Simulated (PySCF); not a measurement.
Bonds (- single, = double, # triple, : aromatic): O1=S2 1.441 Å, S2=O3 1.440 Å, S2-Cl4 2.067 Å, S2-C5 1.875 Å, C5-F6 1.315 Å, C5-F7 1.312 Å, C5-F8 1.312 Å.

Geometry: PBE0-D3(BJ)/def2-SVP; GIAO shifts from PySCF 2.14, gas phase, non-relativistic, averaged over equivalent atoms.

At PBE0/pcSseg-1 (150 basis functions, 12 s wall time on 1 thread of an Intel Xeon 6975P-C, shared host):
| atoms | δ (ppm) |
| --- | --- |
| O1/O3 | 312.9 |
| S2 | 343.7 |
| Cl4 | 636.1 |
| C5 | 126.0 |
| F6/F7/F8 | -84.9 |

References, each an isolated molecule treated in the same way: $^{17}$O (334.56 ppm) vs H2O; $^{33}$S (495.66 ppm) vs CS2; $^{35}$Cl (943.27 ppm) vs HCl; $^{13}$C (184.41 ppm) vs TMS; CFCl3 for $^{19}$F (177.25 ppm).

Q: What do these become at CAM-B3LYP/pcSseg-2?

A: 
```tsv
atoms	δ at CAM-B3LYP/pcSseg-2	change
O1/O3	293.3	-19.6
S2	378.0	+34.3
Cl4	652.4	+16.3
C5	131.8	+5.8
F6/F7/F8	-75.7	+9.2
```

δ = σ(ref) − σ, references computed at the same level: $^{17}$O (σref 329.76) vs H2O; $^{33}$S (σref 494.65) against CS2; $^{35}$Cl (σref 934.42) vs HCl; $^{13}$C (σref 182.55) against TMS; $^{19}$F (σref 186.01) vs CFCl3.

The largest change is at S2 (sulfonyl sulfur). Cost: 302 basis functions, 48 s wall time on 1 thread of an Intel Xeon 6975P-C, shared host.

Unscaled 19F shifts against computed CFCl3 carry errors that often reach 10 to 50 ppm. Unscaled 17O shifts of doubly bonded oxygen tend to come out too high, by tens of ppm or more. Experimental scales use liquid or dissolved standards, which lie at an offset from isolated H2O (liquid H2O: subtract about 36 ppm).
